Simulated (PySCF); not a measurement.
Screening by computed properties: pick the candidate that meets the target.

Each SMILES stands for a single optimised conformer of the isolated species, non-relativistic unless stated; the electronic structure was computed with PySCF and density fitting.

Dipoles, sizes and rotational constants follow the conformer. The torsions of the flexible species, by atom-mapped SMILES:
- `[CH3:1][O:2][C@@H:3]([CH3:4])[Si@H:5]([Cl:6])[O:7][C:8]([CH3:9])=[O:10]`: C1–O2–C3–C4 74°, O2–C3–Si5–Cl6 79°, C3–Si5–O7–C8 -55°, Si5–O7–C8–C9 164°
- `[CH3:1][CH2:2][C@@H:3]1[CH2:4][C@@H:5]([O:6][CH3:7])[Si@@H:8]1[NH2:9]`: C1–C2–C3–C4 179°, C4–C5–O6–C7 175°, H–N9–Si8–C5 -166°, H–N9–Si8–C5 57°
- `[O:1]=[CH:2][SiH2:3][CH:4]1[CH2:5][CH2:6][CH2:7]1`: O1–C2–Si3–C4 111°, C2–Si3–C4–C5 -73°
- `[CH2:1]=[C:2]([CH3:3])[PH:4][C:5](=[CH2:6])[CH3:7]`: C1–C2–P4–C5 36°, C2–P4–C5–C6 -113°
- `[F:1][C:2]([F:3])([F:4])[S:5][C@@H:6]1[CH2:7][CH2:8][SiH2:9]1`: F1–C2–S5–C6 -47°, C2–S5–C6–C7 84°
- `[CH3:1][O:2][C@@H:3]([F:4])[SiH2:5][SiH2:6][CH:7]([CH3:8])[CH3:9]`: C1–O2–C3–F4 66°, O2–C3–Si5–Si6 -52°, C3–Si5–Si6–C7 59°, Si5–Si6–C7–C8 50°

**Question.** Wanted: smallest rotational constant above 1.2 GHz (GFN2-xTB) and HOMO–LUMO gap below 6.8 eV (PBE0/pcSseg-1), at GFN2-xTB geometries. Which candidate meets both?
A. `CC[C@@H]1C[C@@H](OC)[Si@@H]1N`
B. `C=C(C)PC(=C)C`
C. `CO[C@@H](C)[Si@H](Cl)OC(C)=O`
D. `C1CC(C1)[SiH2]C=O`

**Answer.** B. Computed values:
```
                      species  smallest rotational constant  HOMO–LUMO gap
 CO[C@@H](C)[Si@H](Cl)OC(C)=O                     0.606 GHz        7.62 eV
CC[C@@H]1C[C@@H](OC)[Si@@H]1N                     0.697 GHz        7.06 eV
            C1CC(C1)[SiH2]C=O                     1.054 GHz        5.42 eV
                C=C(C)PC(=C)C                     1.325 GHz        6.47 eV
```

**Question.** Wanted: dipole moment below 1.8 D (PBE0/pcSseg-1) and HOMO energy below -7.4 eV (PBE0/pcSseg-1), at GFN2-xTB geometries. Which candidate meets both?
A. `CC[C@@H]1C[C@@H](OC)[Si@@H]1N`
B. `C([SiH2]C1CCC1)=O`
C. `CO[C@@H](F)[SiH2][SiH2]C(C)C`
D. `C=C(C)PC(=C)C`
E. `FC(F)(F)S[C@@H]1CC[SiH2]1`
F. `CO[C@@H](C)[Si@H](Cl)OC(C)=O`

**Answer.** F. Computed values:
| species | dipole moment | HOMO energy |
| --- | --- | --- |
| C=C(C)PC(=C)C | 1.26 D | -6.61 eV |
| CO[C@@H](C)[Si@H](Cl)OC(C)=O | 1.65 D | -7.56 eV |
| CO[C@@H](F)[SiH2][SiH2]C(C)C | 1.98 D | -7.92 eV |
| CC[C@@H]1C[C@@H](OC)[Si@@H]1N | 2.36 D | -6.48 eV |
| FC(F)(F)S[C@@H]1CC[SiH2]1 | 2.71 D | -7.23 eV |
| C([SiH2]C1CCC1)=O | 2.89 D | -6.76 eV |
